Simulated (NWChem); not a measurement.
System: CH5CuO2; SMILES C[O][Cu]<-[OH2]

Here is an NWChem input.

```
start job
memory heap 200 mb stack 900 mb global 1100 mb
geometry units angstroms noautosym nocenter noautoz
  Cu     0.100284    -0.311817     0.000000
  O      0.512356     1.417827     0.000000
  C     -0.421535     2.424096     0.000000
  H     -1.097814     2.436045     0.888524
  H      0.080406     3.417752     0.000000
  H     -1.097814     2.436045    -0.888524
  O     -0.172055    -2.234531     0.000000
  H      0.191351    -2.687548     0.771784
  H      0.191351    -2.687548    -0.771784
end
basis spherical
  * library pcsseg-1
end
dft
  xc kt2
  iterations 150
end
property
  shielding 7 1 2 3 4 5 7 8
end
task dft property
```

Coordinates come from a PBE0/def2-SVP optimisation. Not confirmed as a minimum by frequencies.

GIAO values for the isolated, static molecule; σ is the absolute isotropic shielding, δ = σ(reference) − σ with the isolated reference molecule computed at the same levels (13C: tetramethylsilane, 1H: tetramethylsilane, 17O: water).

Atoms are numbered as in the input.

Problem. What results follow from this input? (KT2/pcSseg-1, GIAO.) Quantities: σ Cu1 (ppm); δ O2 (ppm); δ C3 (ppm); δ H4 (rotor mean) (ppm); δ O7 (ppm); δ H8 (ppm).

Solution. The σ Cu1 (ppm) comes out as 240.0 and the δ O2 (ppm) is -29.4. The δ C3 (ppm) is 60.7 and the δ H4 (rotor mean) (ppm) is 3.99. The δ O7 (ppm) comes out as -18.0 and the δ H8 (ppm) comes out as 1.45.
